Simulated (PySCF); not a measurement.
BeSi⁻: one state, many levels of theory

State: ⁴Σ⁻ (quartet), unpaired electrons σ ↑, π ↑↑. Set-up: basis Be aug-pcseg-1, Si aug-pcseg-1; no relativity; PySCF 2.14. De refers to Be + Si⁻ in their high-spin ground configurations, without counterpoise correction. The functionals are run spin-unrestricted. A positive dipole points towards Si; it is taken about the centre of mass and depends on that origin.

```csv
Level,Re (Å),ωe (cm⁻¹),De (eV),μ (D)
UHF,2.170,536,n/a,0.79
UHF-MP2,2.193,524,1.12,n/a
UHF-SCS-MP2,2.212,496,n/a,n/a
UHF-CCSD,2.234,447,0.83,n/a
UHF-CCSD(T),2.233,468,0.93,n/a
PBE,2.185,532,1.81,2.48
r²SCAN,2.175,547,1.83,2.06
TPSSh,2.178,544,1.73,2.21
r²SCANh,2.172,549,1.79,1.96
PBE0,2.171,545,1.71,2.14
MN15,2.161,512,1.43,2.75
```

Task: Which functional lies closest to UHF-CCSD(T) in De, which farthest, and by how much do they differ from it?

Result: Closest is MN15 (-7.2 pm in Re, +9.4 % in ωe, +0.50 eV in De against UHF-CCSD(T) in the same basis), farthest r²SCAN (-5.8 pm in Re, +16.9 % in ωe, +0.90 eV in De). CCSD(T) converges more slowly with the basis than the functionals do and binds too weakly in this one, so the order can change at the basis-set limit.

Task: What does a quarter of exact exchange do here, going from PBE to PBE0?

Result: PBE0 less PBE: -1.4 pm in Re, +2.4 % in ωe, -0.10 eV in De. Exact exchange removes part of the self-interaction that spreads semilocal densities, and in most molecules shortens and stiffens the bond and lowers De; so it does here.

Task: What does the step from GGA to meta-GGA do here, going from PBE to r²SCAN?

Result: r²SCAN less PBE: -1.0 pm in Re, +2.8 % in ωe, +0.02 eV in De. 

Correlated steps freeze 5 core orbitals. Correlated levels converge slowly with the basis: in double zeta they bind strong bonds too weakly, by up to about 1 eV, and carry superposition errors of some tenths. For an ion De counts to the pair picked by the measured ionisation energies or electron affinities, which need not be the lowest pair at this level. The highest Kohn–Sham level is positive in this anion. Much of that is self-interaction error, but it also means that the finite basis helps to hold the extra electron. The state was picked by a PBE0 search and need not be the measured ground state.
